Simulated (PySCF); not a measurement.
PySCF 2.14 output of an unrestricted HSE06 calculation on a single atom or ion in ANO-RCC-VTZP, with scalar relativity by spin-free X2C-1e:

```
SCF conv_tol = 1e-09
number electrons alpha = 11  beta = 9
    J. Heyd, G. E. Scuseria, and M. Ernzerhof.,  J. Chem. Phys. 118, 8207 (2003)
    J. Heyd, G. E. Scuseria, and M. Ernzerhof.,  J. Chem. Phys. 124, 219906 (2006)
    A. V. Krukau, O. A. Vydrov, A. F. Izmaylov, and G. E. Scuseria.,  J. Chem. Phys. 125, 224106 (2006)
cycle= 1 E= -852.791545662601  delta_E= -0.00498  |g|= 0.0105  |ddm|= 0.047
cycle= 2 E= -852.791567641595  delta_E= -2.2e-05  |g|= 0.00361  |ddm|= 0.00609
cycle= 3 E= -852.791570182206  delta_E= -2.54e-06  |g|= 0.00169  |ddm|= 0.00221
cycle= 4 E= -852.791570800029  delta_E= -6.18e-07  |g|= 4.12e-05  |ddm|= 0.000675
cycle= 5 E= -852.791570800538  delta_E= -5.09e-10  |g|= 3e-06  |ddm|= 2.26e-05
converged SCF energy = -852.791570800538  <S^2> = 2.0008103  2S+1 = 3.0005402
```

The run itself started from symmetry-adapted Hartree-Fock orbitals and held the occupation by maximum overlap, on a logarithmic radial grid, so the iterations belong to that start.

Which element, charge and spin multiplicity is this?

Ti²⁺ (titanium, charge +2), multiplicity 3; the state was [Ar] 3d2, high-spin 3F determinant.
